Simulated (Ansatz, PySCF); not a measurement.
Energy difference R1 → P1 + P2, each structure at its B3LYP-D3(BJ)/def2-TZVP stationary point, reached from a drawn start (curvature not checked).
R1: Cl2H2Si (SMILES Cl[SiH2]Cl), charge 0, multiplicity 1.
P1, Cl2Si (SMILES Cl[Si]Cl) (charge 0, multiplicity 1):
```csv
atom,x (Å),y (Å),z (Å)
Si,0.0000,-0.8815,0.0000
Cl,1.6234,0.4408,0.0000
Cl,-1.6234,0.4408,0.0000
```
P2: H2 (SMILES [H][H]), charge 0, multiplicity 1.

P less R. No zero-point or thermal terms.

Cores are frozen in the correlated methods.

Codes used: Ansatz (Gaussian basis) for Hartree–Fock, density functionals and correlated methods; PySCF for the D3/D4 terms. All values are computed, each at the level named.

PBE/def2-TZVPP gives 143.9 kJ/mol for the reaction energy.

**Question.** Predict the shift from PBE, with its sign, for: PBE-D3(BJ)/def2-TZVPP, r2SCAN/def2-TZVPP, PBE0/def2-TZVPP, wB97M-V/def2-TZVPP, B2PLYP/def2-TZVPP, MP2/cc-pV(Q+d)Z, CCSD(T)/cc-pV(Q+d)Z.

**Answer.** PBE-D3(BJ)/def2-TZVPP 3.0; r2SCAN/def2-TZVPP 25.9; PBE0/def2-TZVPP 22.8; wB97M-V/def2-TZVPP 11.0; B2PLYP/def2-TZVPP 14.3; MP2/cc-pV(Q+d)Z 30.7; CCSD(T)/cc-pV(Q+d)Z 22.3 kJ/mol. 7 of 7 lie above PBE; the widest gap is to MP2/cc-pV(Q+d)Z.

Ansatz is a quantum-chemistry and plane-wave program.
